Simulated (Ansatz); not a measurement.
Geometry optimisation, UKS r2SCAN/6-31G* (Ansatz).

Input file:

```yaml
crystal:
  periodic: [false, false, false]
  atoms:
    - { symbol: Si, position_ang: [-0.529726, 1.445765, 1.023336] }
    - { symbol: F, position_ang: [-1.370767, 2.1771, -0.182473] }
    - { symbol: O, position_ang: [-0.63881, -0.171194, 0.81557] }
    - { symbol: Si, position_ang: [-0.044282, -1.644174, 1.298551] }
    - { symbol: H, position_ang: [-1.180898, 1.836318, 2.298267] }
    - { symbol: H, position_ang: [0.883849, 1.89595, 0.961636] }
    - { symbol: H, position_ang: [0.160386, 1.46271, -1.580828] }
    - { symbol: Si, position_ang: [0.495336, 0.15593, -2.098677] }
    - { symbol: H, position_ang: [1.425046, -1.564654, 1.526418] }
    - { symbol: H, position_ang: [-0.707281, -2.052863, 2.566401] }
    - { symbol: H, position_ang: [-0.338517, -2.638087, 0.237] }
    - { symbol: H, position_ang: [-0.730113, -0.684975, -2.184535] }
    - { symbol: H, position_ang: [1.496649, -0.514449, -1.217562] }
    - { symbol: H, position_ang: [1.079128, 0.296723, -3.463205] }
magnetization:
  spin_polarized: true
basis:
  gaussian: { orbitals: "6-31G*" }
hamiltonian:
  xc: r2scan
relax:
  f_tol: 0.03
  max_steps: 50
```

Command:

```bash
$ ansatz run input.yaml --threads 4 --pin off --max-ram 5120MiB --backend cpu --events-out ev --progress --plain --runs-dir out
```

**Question.** Where does it end, and by what steps?

**Answer.** The run converged. After 21 steps the energy has fallen by 0.192 eV; H6 moved furthest, 0.83 Å.

```csv
step,energy less start (eV),largest force component (eV/Å),accepted
0,0.0000,1.060,yes
1,-0.1159,0.554,yes
2,-0.0511,1.968,no
3,-0.1498,0.063,yes
4,-0.1566,0.083,yes
5,-0.1463,0.810,no
6,-0.1595,0.043,yes
7,-0.1628,0.050,yes
8,-0.1659,0.093,yes
9,-0.1664,0.193,yes
10,-0.1591,0.357,no
11,-0.1657,0.507,no
12,-0.1702,0.033,yes
13,-0.1734,0.107,yes
14,-0.1767,0.139,yes
15,-0.1802,0.117,yes
16,-0.1840,0.136,yes
17,-0.1864,0.155,yes
18,-0.1882,0.182,yes
19,-0.1891,0.190,yes
20,-0.1906,0.121,yes
21,-0.1921,0.020,yes
```

```xyz
14
Properties=species:S:1:pos:R:3
Si -0.643 1.491 1.215
F -1.910 1.771 0.268
O 0.012 0.035 0.845
Si -0.019 -1.549 1.344
H -1.119 1.476 2.621
H 0.365 2.542 0.961
H 0.845 1.430 -1.786
Si 0.673 0.061 -2.340
H 1.364 -1.977 1.675
H -0.880 -1.688 2.552
H -0.557 -2.402 0.254
H -0.727 -0.396 -2.153
H 1.606 -0.879 -1.661
H 0.989 0.084 -3.795
```

Run time: 3.1 min on 4 threads of Arm Neoverse N1, on a shared host, peak memory 0.28 GiB.
